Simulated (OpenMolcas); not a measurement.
## V2+: ligand-field states by method

V2+ with 6 ligands (water) in octahedral coordination (Th) at 2.27 Å. Ligand basis ANO-RCC-VDZP.
```
V     0.0000    0.0000    0.0000
O     2.2700    0.0000    0.0000
H     2.8470    0.7797    0.0000
H     2.8470   -0.7797    0.0000
O     0.0000    2.2700    0.0000
H     0.0000    2.8470    0.7797
H     0.0000    2.8470   -0.7797
O    -2.2700    0.0000    0.0000
H    -2.8470    0.7797    0.0000
H    -2.8470   -0.7797    0.0000
O     0.0000   -2.2700    0.0000
H     0.0000   -2.8470    0.7797
H     0.0000   -2.8470   -0.7797
O     0.0000    0.0000    2.2700
H     0.7797    0.0000    2.8470
H    -0.7797    0.0000    2.8470
O     0.0000    0.0000   -2.2700
H     0.7797    0.0000   -2.8470
H    -0.7797    0.0000   -2.8470
```

```yaml
Program: OpenMolcas 26.06
Basis: ANO-RCC-VDZP [5s4p2d1f]
Scalar_Hamiltonian: DKH2, point nucleus
Active_space: 3 electrons in 5 orbitals (3d)
State_averaging: 2S+1 = 4 even, 10 roots; 2S+1 = 2 even, 40 roots
Spin-orbit_coupling: state interaction with AMFI integrals over the reference wave functions
```

I. CASSCF
II. SS-CASPT2, IPEA 0.25 Eh, imaginary shift 0.1 Eh (closed shells correlated: 3s 3p and the ligand valence shells)

Spin-free states (labels of O, taken over from Oh, the nearest higher group) in cm-1, each column counted from its own energy of the first state listed:

```
State  Degeneracy      I     II
  4A2           1      0      0
  4T2           3   7442   7880
  4T1           3  12687  12760
   2E           2  16384  13430
  2T1           3  17195  14340
  2A1           1  21536  18490
  2T2           3  21832  17930
  4T1           3  24059  21640
  2T2           3  24500  21890
  2T1           3  25171  22420
   2E           2  26920  23450
  2T1           3  29767  26570
  2T1           3  32710  31510
  2T2           3  33630  30850
   2E           2  38855  37420
  2A2           1  40123  34540
  2T2           3  40882  35360
  2T1           3  44362  39730
   2E           2  60555  51720
  2T2           3  63277  55650
```

From I to II, I's first state of the same spin (4T2) moves from 7442 to 7880 cm-1, by about +440 cm-1.

From I to II, I's first state of another spin (2E) moves from 16384 to 13430 cm-1, by about -3000 cm-1.

χT at 300 K: I 1.84, II 1.84 cm3 K/mol.

Roots that are degenerate in the reference are averaged as groups; the widest CASPT2 spread within a group is 830 cm-1 (the 3-fold group of multiplicity 2 near 30900 cm-1 above the lowest state of its run, II). Shifts and gaps below about the spread of the groups concerned are not significant. Over all roots computed the reference weight is 0.70 to 0.71 in II; a low but even weight reflects the number of correlated electrons. Ligand-to-metal charge-transfer states are missing. With no ligand orbital active B as a rule stays too high, so bands that hang on it stand too high and its fall with covalency is understated. Without dynamic correlation the repulsion within the d shell is too large (B by tens of per cent), so at a given field states of lower spin stand too high (holds for I). With metal d orbitals alone and no dynamic correlation the field as a rule comes out too small, by tens of per cent, by up to half for chloride and softer ligands (holds for I). These CASPT2 states fit no ligand-field parameters well, so their order and spin gaps are uncertain (holds for II). With one d shell and no ligand orbital active, 10Dq can be off by tens of per cent for divalent 3d ions, low with halides held by bare charges and at times high in hosts (holds for II). Free-ion shares, where given, are those of the reference states; single-state CASPT2 does not remix them (holds for II). The distance lies 6 % over the 2.15 Å that this model takes as the normal distance (a Shannon-type radius plus a fixed donor radius); by an R⁻⁵ law this alone changes a d-shell field by about -24 %. No measured value stands beside these numbers; the geometry is a model, was not optimised and need not be the one that this ion takes.
